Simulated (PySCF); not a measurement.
Q: Write Cartesian coordinates for `[SH][SnH2][NH2]` as optimised with PBE0-D3(BJ)/def2-SVP.

A: 
```xyz
8
H5NSSn angstrom
N     -1.6799   -0.1510   -0.3121
Sn     0.1502    0.4432    0.3443
S      1.8359   -1.1558   -0.3984
H     -1.9711   -1.0503    0.0667
H     -1.7291   -0.2188   -1.3273
H      0.4879    1.9649   -0.3624
H      0.0882    0.4852    2.0540
H      2.8740   -0.3371   -0.1166
```

Any rigid rotation of these coordinates is as good. Atoms count from 1 in this order. Sn2 (tin bonded to N, S and 2 H) is distorted tetrahedral (angles from 107.3° to 113.4°). N1 (nitrogen bonded to Sn and 2 H) is pyramidal (angles 113.3°, 112.6° and 107.3°, sum 333.3°, 0.37 Å off the plane of its three neighbours).

Bonds between heavy atoms (Å): N1–Sn2 2.033, Sn2–S3 2.439.

Level of theory: PBE0-D3(BJ)/def2-SVP geometry optimisation, gas phase, def2 core potentials past Kr in PySCF.

Whether it is a minimum is left open (no frequencies). The numbers are those of one conformer (H–N1–Sn2–S3 63° and -60°, N1–Sn2–S3–H 166°).
